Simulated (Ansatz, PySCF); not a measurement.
Potential energy curve for BCl, singlet.

Levels of theory: UHF/cc-pVDZ (PySCF); RHF/cc-pVDZ (PySCF); UKS-BLYP = unrestricted BLYP/cc-pVDZ (PySCF); RKS-BLYP = restricted BLYP/cc-pVDZ (PySCF 2.14.0); UKS-M06-2X = unrestricted M06-2X/cc-pVDZ in PySCF; RKS-M06-2X = restricted M06-2X/cc-pVDZ in PySCF; UKS-TPSSh = unrestricted TPSSh/cc-pVDZ (PySCF); RKS-TPSSh = restricted TPSSh/cc-pVDZ (PySCF); UKS-PBE = unrestricted PBE/cc-pVDZ in Ansatz (a program for electronic structure); RKS-PBE = restricted PBE/cc-pVDZ run with Ansatz; UKS-B3LYP/6-31G* = PySCF with unrestricted B3LYP/6-31G*, spherical d; RKS-B3LYP/6-31G* = PySCF with restricted B3LYP/6-31G*, spherical d; UKS-LDA (SVWN5)/6-31G* = unrestricted LDA (SVWN5)/6-31G*, spherical d (PySCF); RKS-LDA (SVWN5)/6-31G* = restricted LDA (SVWN5)/6-31G*, spherical d in PySCF.

Scanned distances (Å): 1.29, 1.36, 1.46, 1.54, 1.63, 1.68, 1.72, 1.79, 1.82, 1.88, 2.02, 2.12, 2.34, 2.56, 2.86, 3.12, 3.45, 3.77, 4.17, 4.68, 5.20, 6.08, 6.91.

### Question
Where does the unrestricted solution first break spin symmetry (<S²> of 0.01 or more)?

### Answer
UHF: between 1.36 and 1.46 Å; UKS-BLYP: between 3.12 and 3.45 Å; UKS-M06-2X: between 2.86 and 3.12 Å; UKS-TPSSh: between 2.86 and 3.12 Å; UKS-PBE: between 3.12 and 3.45 Å; UKS-B3LYP/6-31G*: between 2.86 and 3.12 Å; UKS-LDA (SVWN5)/6-31G*: between 3.12 and 3.45 Å.

| R / Å | <S²> UHF | E(RHF) − E(UHF) / kJ/mol | <S²> UKS-BLYP | E(RKS-BLYP) − E(UKS-BLYP) / kJ/mol | <S²> UKS-M06-2X | E(RKS-M06-2X) − E(UKS-M06-2X) / kJ/mol | <S²> UKS-TPSSh | E(RKS-TPSSh) − E(UKS-TPSSh) / kJ/mol | <S²> UKS-PBE | E(RKS-PBE) − E(UKS-PBE) / kJ/mol | <S²> UKS-B3LYP/6-31G* | E(RKS-B3LYP/6-31G*) − E(UKS-B3LYP/6-31G*) / kJ/mol | <S²> UKS-LDA (SVWN5)/6-31G* | E(RKS-LDA (SVWN5)/6-31G*) − E(UKS-LDA (SVWN5)/6-31G*) / kJ/mol |
|---|---|---|---|---|---|---|---|---|---|---|---|---|---|---|
| 1.29 | 0.00 | 0.0 | 0.00 | 0.0 | 0.00 | 0.0 | 0.00 | 0.0 | 0.00 | 0.0 | 0.00 | 0.0 | 0.00 | 0.0 |
| 1.36 | 0.00 | 0.0 | 0.00 | 0.0 | 0.00 | 0.0 | 0.00 | 0.0 | 0.00 | 0.0 | 0.00 | 0.0 | 0.00 | 0.0 |
| 1.46 | 0.03 | 0.1 | 0.00 | 0.0 | 0.00 | 0.0 | 0.00 | 0.0 | 0.00 | 0.0 | 0.00 | 0.0 | 0.00 | 0.0 |
| 1.54 | 0.09 | 0.5 | 0.00 | 0.0 | 0.00 | 0.0 | 0.00 | 0.0 | 0.00 | 0.0 | 0.00 | 0.0 | 0.00 | 0.0 |
| 1.63 | 0.13 | 1.1 | 0.00 | 0.0 | 0.00 | 0.0 | 0.00 | 0.0 | 0.00 | 0.0 | 0.00 | 0.0 | 0.00 | 0.0 |
| 1.68 | 0.15 | 1.4 | 0.00 | 0.0 | 0.00 | 0.0 | 0.00 | 0.0 | 0.00 | 0.0 | 0.00 | 0.0 | 0.00 | 0.0 |
| 1.72 | 0.16 | 1.6 | 0.00 | 0.0 | 0.00 | 0.0 | 0.00 | 0.0 | 0.00 | 0.0 | 0.00 | 0.0 | 0.00 | 0.0 |
| 1.79 | 0.17 | 1.8 | 0.00 | 0.0 | 0.00 | 0.0 | 0.00 | 0.0 | 0.00 | 0.0 | 0.00 | 0.0 | 0.00 | 0.0 |
| 1.82 | 0.17 | 1.9 | 0.00 | 0.0 | 0.00 | 0.0 | 0.00 | 0.0 | 0.00 | 0.0 | 0.00 | 0.0 | 0.00 | 0.0 |
| 1.88 | 0.17 | 1.9 | 0.00 | 0.0 | 0.00 | 0.0 | 0.00 | 0.0 | 0.00 | 0.0 | 0.00 | 0.0 | 0.00 | 0.0 |
| 2.02 | 0.16 | 1.7 | 0.00 | 0.0 | 0.00 | 0.0 | 0.00 | 0.0 | 0.00 | 0.0 | 0.00 | 0.0 | 0.00 | 0.0 |
| 2.12 | 0.15 | 1.4 | 0.00 | 0.0 | 0.00 | 0.0 | 0.00 | 0.0 | 0.00 | 0.0 | 0.00 | 0.0 | 0.00 | 0.0 |
| 2.34 | 0.10 | 0.7 | 0.00 | 0.0 | 0.00 | 0.0 | 0.00 | 0.0 | 0.00 | 0.0 | 0.00 | 0.0 | 0.00 | 0.0 |
| 2.56 | 0.06 | 0.2 | 0.00 | 0.0 | 0.00 | 0.0 | 0.00 | 0.0 | 0.00 | 0.0 | 0.00 | 0.0 | 0.00 | 0.0 |
| 2.86 | 0.56 | 17.5 | 0.00 | 0.0 | 0.00 | 0.0 | 0.00 | 0.0 | 0.00 | 0.0 | 0.00 | 0.0 | 0.00 | 0.0 |
| 3.12 | 0.80 | 53.1 | 0.00 | 0.0 | 0.18 | 1.7 | 0.10 | 0.4 | 0.00 | 0.0 | 0.11 | 0.6 | 0.00 | 0.0 |
| 3.45 | 0.93 | 104.5 | 0.15 | 0.9 | 0.47 | 19.0 | 0.44 | 12.4 | 0.16 | 1.0 | 0.42 | 12.8 | 0.10 | 0.4 |
| 3.77 | 0.98 | 151.6 | 0.38 | 5.4 | 0.62 | 38.9 | 0.59 | 28.7 | 0.37 | 5.5 | 0.56 | 28.6 | 0.30 | 3.8 |
| 4.17 | 1.00 | 202.1 | 0.57 | 14.2 | 0.74 | 60.5 | 0.68 | 46.6 | 0.57 | 13.7 | 0.65 | 45.9 | 0.46 | 9.3 |
| 4.68 | 1.01 | 252.2 | 0.67 | 24.3 | 0.83 | 82.7 | 0.74 | 62.6 | 0.66 | 23.5 | 0.71 | 61.6 | 0.58 | 14.8 |
| 5.20 | 1.01 | 288.9 | 0.71 | 30.7 | 0.90 | 101.0 | 0.77 | 72.6 | 0.71 | 29.8 | 0.75 | 72.1 | 0.64 | 18.2 |
| 6.08 | 1.01 | 329.1 | 0.74 | 36.7 | 0.97 | 122.6 | 0.80 | 82.4 | 0.74 | 35.9 | 0.77 | 82.7 | 0.68 | 21.3 |
| 6.91 | 1.01 | 352.6 | 0.75 | — | 1.00 | 136.0 | 0.81 | 87.4 | 0.75 | 38.2 | 0.79 | 88.3 | 0.69 | 22.6 |

Dashes: no converged value, or the column stops at the first point that the program doubted or that broke a chosen test of continuity, which isn't proof of a fault.
